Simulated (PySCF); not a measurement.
Identify the unknown among the candidates.

All candidates are C4H10OS2Si.

| technique | computed result |
| --- | --- |
| NMR, other nuclei | isotropic shieldings of nuclei other than C and H, by class: 329 (1 O), 318 (1 Si), 623 (2 S) ppm [GIAO PBE0/pcSseg-1] |
| 13C NMR | chemical shifts (computed TMS as zero) by class: 68.7 (1 C), 65.2 (1 C), 41.7 (2 C) ppm [GIAO PBE0/pcSseg-1] |
| 1H NMR | chemical shifts (computed TMS as zero) by class: 5.63 (1 H), 3.49 (2 H), 3.45 (3 H), 2.88 (2 H), 2.82 (2 H) ppm [GIAO PBE0/pcSseg-1] |
| Rotational structure | rotational constants A, B, C: 2.309, 0.683, 0.560 GHz [GFN2-xTB] |
| Dipole | 1.28 D [PBE0/pcSseg-1] |

The electronic properties come from PySCF, for the isolated species, density fitting. Levels stand in brackets. Geometry: GFN2-xTB, one conformer, isolated molecule. Each NMR value is the plain mean over a class of atoms that symmetry, rotation or inversion makes alike.

Question: Which candidate is it?
A. `C/C(=C/[S@](C)=O)S[SiH3]`
B. `COC[SiH]1SCCS1`
C. `CC(=O)CSSC[SiH3]`

Answer: B. It is `COC[SiH]1SCCS1`. Numbering: `[CH3:1][O:2][CH2:3][SiH:4]1[S:5][CH2:6][CH2:7][S:8]1`. Its formula, C4H10OS2Si, gives 1 degree of unsaturation: 1 ring and 0 π bonds in the structure found. 4 carbons fall into 3 classes; from least to most shielded: chain sp3 carbon bound to oxygen [C3] (68.7 ppm), methoxy carbon [C1] (65.2 ppm), ring sp3 carbon bound to sulfur [C6/C7] (41.7 ppm, 2 C). Hydrogen classes from least to most shielded: 1 H on an SiH silicon, Si4 (5.63 ppm), 2 H on an sp3 carbon bound to oxygen, C3 (3.49 ppm), 3 H on a methoxy carbon, C1 (3.45 ppm, a mean of values up to 0.7 ppm apart in this geometry), 2 H on 2 like atoms (sp3 carbon bound to sulfur), C6/C7 (2.88 ppm), 2 H on 2 like atoms (sp3 carbon bound to sulfur), C6/C7 (2.82 ppm). The other shieldings belong to: 329 ppm, ether oxygen [O2]; 318 ppm, SiH silicon [Si4]; 623 ppm, sulfur bonded to C and Si [S5/S8]. The optimised geometry has point group C1 and is an asymmetric top.

The others, at the same levels:
- `CC(=O)CSSC[SiH3]` fails: it has 4 carbon classes against 3; its computed 13C shifts are 204.8 (1 C), 47.3 (1 C), 35.0 (1 C), 25.6 (1 C) ppm, 1H shifts are 3.95 (3 H), 2.83 (2 H), 2.49 (3 H), 2.23 (2 H) ppm and rotational constant A is 2.763 GHz (against 2.309 GHz).
- `C/C(=C/[S@](C)=O)S[SiH3]` fails: it has 4 carbon classes against 3; its computed 13C shifts are 178.1 (1 C), 119.7 (1 C), 37.8 (1 C), 35.2 (1 C) ppm, 1H shifts are 6.07 (1 H), 5.18 (3 H), 3.09 (3 H), 2.45 (3 H) ppm and rotational constant A is 1.423 GHz (against 2.309 GHz).

Each candidate is one conformer, not necessarily the lowest. Dipoles, sizes and rotational constants follow the conformer. The torsions of the flexible species, by atom-mapped SMILES:
- `[CH3:1][C:2](=[O:3])[CH2:4][S:5][S:6][CH2:7][SiH3:8]`: C1–C2–C4–S5 88°, C2–C4–S5–S6 -80°, C4–S5–S6–C7 -87°, S5–S6–C7–Si8 -166°
- `[CH3:1]/[C:2](=[CH:3]/[S@:4]([CH3:5])=[O:6])[S:7][SiH3:8]`: C2–C3–S4–C5 68°, C1–C2–S7–Si8 -132°

The conformers of `COC[SiH]1SCCS1` aren't listed.
